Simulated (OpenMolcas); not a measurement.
# Ionisation energies of zinc

| Item | Value |
| --- | --- |
| Program | OpenMolcas 26.06 |
| Basis | ANO-RCC [10s9p8d6f4g2h] |
| Scalar Hamiltonian | DKH2, point nucleus |
| Spin-orbit coupling | RASSI with atomic mean-field integrals over the reference wave functions, term energies averaged over their components |

Active shells in each charge state: the valence s, p shells, with orbitals averaged over the low states. Where CASPT2's correlated closed shells are named, they are those of the first ion.

A. CASSCF
B. SS-CASPT2, IPEA 0.25 Eh, imaginary shift 0.1 Eh (closed shells correlated: 3d)
C. SS-CASPT2, IPEA 0 Eh, imaginary shift 0.1 Eh (closed shells correlated: 3d)
D. SS-CASPT2, IPEA 0.25 Eh, imaginary shift 0.1 Eh (closed shells correlated: 3s 3p 3d)
E. SS-CASPT2, IPEA 0.25 Eh, imaginary shift 0.1 Eh (closed shells correlated: none)

Energies in eV between the lowest computed levels, named as in B; reference values from the NIST Atomic Spectra Database with their kind.

```json
{"From": "Zn 4s2 1S0", "To": "Zn+ 4s 2S 1/2", "A": "8.637", "B": "9.308", "C": "9.305", "D": "9.359", "E": "8.699", "Spin-orbit share in B": "+0.000", "Reference": "9.394 (measured)"}
{"From": "Zn+ 4s 2S 1/2", "To": "Zn2+ 3d10 1S0", "A": "16.842", "B": "17.946", "C": "17.984", "D": "18.042", "E": "16.842", "Spin-orbit share in B": "+0.000", "Reference": "17.964 (measured)"}
```

Error against the reference values, in %:

```tsv
From	Reference	A	B	C	D	E
Zn	measured	-8.1	-0.9	-0.9	-0.4	-7.4
Zn+	measured	-6.2	-0.1	+0.1	+0.4	-6.2
```

Mean absolute error over the 2 measured values: A 0.94 eV, B 0.05 eV, C 0.05 eV, D 0.06 eV, E 0.91 eV.
